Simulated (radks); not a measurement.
Question: The mean radii <r> (bohr) of the occupied orbitals of an atom or ion are listed with their occupations. Calculated with a radial shooting solver on a logarithmic mesh with Libxc functionals: scalar-relativistic Kohn-Sham, BLYP, spin-polarised, spherical densities, finite nucleus; Fermi nuclear charge, rms radius of each element as measured or else 0.836 A^(1/3) + 0.57 fm.

| orbital | occ. | <r> |
|---|---|---|
| 1s up | 1 | 0.03707 |
| 1s down | 1 | 0.03707 |
| 2s up | 1 | 0.1626 |
| 2s down | 1 | 0.1626 |
| 2p up | 3 | 0.1417 |
| 2p down | 3 | 0.1417 |
| 3s up | 1 | 0.4583 |
| 3s down | 1 | 0.4582 |
| 3p up | 3 | 0.4617 |
| 3p down | 3 | 0.4616 |
| 3d up | 5 | 0.4514 |
| 3d down | 5 | 0.4511 |
| 4s up | 1 | 1.168 |
| 4s down | 1 | 1.168 |
| 4p up | 3 | 1.280 |
| 4p down | 2 | 1.283 |

Name the element and its charge. Open shells, if any, are filled with parallel spins first.

Answer: Z = 40, zirconium, charge +5: Zr5+ in [Ar] 3d10 4s2 4p5. The 1s radius gives Z: for a bare nucleus <r> = (2 gamma + 1)/(2Z) with gamma = sqrt(1 - (Z/c)^2), 0.03641 bohr for Z = 40, and screening makes it slightly larger (0.03707 here). The occupations add up to 35, and the charge is Z minus that.
